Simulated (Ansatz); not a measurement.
A made-up structure of ZnBH$_{3}$O, closed shell:

```
6
angstrom
B 0.6110 0.4584 -1.2761
Zn -0.2056 -0.0504 0.5185
O -0.8976 -0.3826 2.1280
H -0.2312 -0.8309 2.6720
H 1.0398 1.5559 -1.4884
H -1.2394 -1.2607 2.2997
```

It is relaxed with PBE-D4/def2-SVP and then PBE0-D4/def2-TZVP (Ansatz 0.2.0). Atoms count as bonded within 1.22 times the sum of their covalent radii (H–H: 0.88 Å). The end point is not checked to be a true minimum.

(1) Does its bonding change? (A judgement: the text doesn't fix the answer.)

Answers

(1) By the calculation: Yes. Formed: none; broken: Zn2–O3.

Where it ends: The first stage lowers the energy by 1.93 eV in 18 steps. It ends as a complex of ZnBH ([BH][Zn]) + H₂O:
```json
{"atom": "B1", "x (Å)": "0.2421", "y (Å)": "0.0796", "z (Å)": "-0.6638"}
{"atom": "Zn2", "x (Å)": "0.1412", "y (Å)": "1.4935", "z (Å)": "1.0749"}
{"atom": "O3", "x (Å)": "-0.8935", "y (Å)": "-0.6190", "z (Å)": "2.1349"}
{"atom": "H4", "x (Å)": "-0.4941", "y (Å)": "-1.2802", "z (Å)": "2.7055"}
{"atom": "H5", "x (Å)": "0.7265", "y (Å)": "0.6720", "z (Å)": "-1.6153"}
{"atom": "H6", "x (Å)": "-0.6453", "y (Å)": "-0.8563", "z (Å)": "1.2176"}
```

Labels in which every atom is bracketed show which atoms are joined, not bond orders.

For scale, one of the runs: PBE0-D4/def2-TZVP relaxation, 128 basis functions, launched by `ansatz run in.yaml --threads 2 --pin off --events-out ev --progress --plain --max-ram 4352MiB`. Hardware: 2 CPU threads of an Intel Xeon Platinum 8259CL, shared host. Wall time about 29 s.
